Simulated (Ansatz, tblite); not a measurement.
Adding an electron: AsS₂⁺. Total charge 1; singlet. Geometry: PBE0-D4/def2-TZVP. Ansatz, gas phase; energy differences of separate SCF runs; the reduced species was run as a doublet alone.

```xyz
3

As    0.329    0.361   -1.105
S     0.890   -0.267    0.838
S    -1.219   -0.095    0.267
```

The xTB rows come from tblite. The structure comes from a short search, and lower isomers may exist.

Question: Estimate orbital energies and vertical electron affinities at: GFN1-xTB; GFN2-xTB; PBE-D4/def2-TZVP; r2SCAN-D4/def2-TZVP; PBE0-D4/def2-TZVP.

Answer: 
```tsv
level	−HOMO (eV)	−LUMO (eV)	vertical EA (eV)	HOMO–LUMO gap (eV)
GFN1-xTB	20.68	19.52	14.22	1.16
GFN2-xTB	16.39	15.65	12.39	0.74
PBE-D4/def2-TZVP	11.85	10.88	7.81	0.97
r2SCAN-D4/def2-TZVP	12.08	10.93	8.05	1.15
PBE0-D4/def2-TZVP	12.94	10.18	8.07	2.77
```

 Raw xTB energy differences between charge states are shifted by several eV; the methods need an empirical correction for them.
